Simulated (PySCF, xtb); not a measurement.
HO2, SMILES O[O], multiplicity 2.

Harmonic wavenumbers (cm⁻¹) from xtb 6.7.1 with GFN2-xTB at its own minimum, in rising order: 1281, 1326, 3219.

Problem. What does PBE0-D3(BJ)/def2-TZVPD in PySCF give at its own minimum? (Estimate from the structure and the level; the computed values follow.)

Solution. 1225, 1459, 3634. Paired by order, the mean absolute difference is 201 cm⁻¹ and the zero-point energies are 8.3 and 9.0 kcal/mol.
